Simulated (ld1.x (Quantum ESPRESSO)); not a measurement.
**Before and after: TM potential for Ag (Z = 47)**

ld1.x (Quantum ESPRESSO) 7.5 input, shortened:

```
&input
   title='Ag', zed=47., rel=1, dft='PW91', iswitch=3,
   config='[Kr] 4d10 5s0 5p1'
 /
 &inputp
   pseudotype=2, tm=.true., lloc=0,
   nlcc=.false.
 /
3
5P  2  1   1.00   0.00  3.00  3.00  0.0
4D  3  2  10.00   0.00  1.20  1.20  0.0
5S  1  0   0.00   0.00  2.10  2.10  0.0
 &test
   configts(1)='4d10 5s0 5p1'
 /
```

All-electron outer shells of the reference configuration (PW91, scalar-relativistic, ld1.x):

```tsv
shell	level (eV)	outermost node (bohr)	outermost maximum (bohr)
4s	-97.14	0.44	0.82
4p	-60.66	0.44	0.87
4d	-9.49	0.43	1.04
5s	-5.81	1.11	2.43
5p	-1.70	1.25	3.53
```

Change: core [Ar] 3d10, valence charge 19; reference 4s2 4p6 4d9.5 5s0 5p0; waves now 4p (bound): rc 1.50 bohr; 4d (bound): rc 1.05 bohr; 4s (bound): rc 1.10 bohr.

Cutoffs: the cutoffs (Ry, on a coarse ladder) from which the occupation-weighted sum of valence levels, in a spherical-Bessel basis at the reference potential, stays within 10 and 1 mRy of its value at 400 Ry; they do not see the model core or the augmentation charge, which bear on the density cutoff. Errors are all-electron minus pseudo energies relative to the spin-unpolarised reference configuration.

Question: What does the change do?

Answer: The potential gets harder (80 Ry and 100 Ry → 120 Ry and 230 Ry); neither file shows a bound ghost. The added semicore shells are compact, so their waves need more plane waves. Several settings change at once here, so the effects cannot be laid on one of them.

| quantity | base | changed |
| --- | --- | --- |
| cutoff, loose | 80 Ry | 120 Ry |
| cutoff, tight | 100 Ry | 230 Ry |
| bound ghosts | none | none |
| largest error over its own tests, meV | -1509 | +304 |
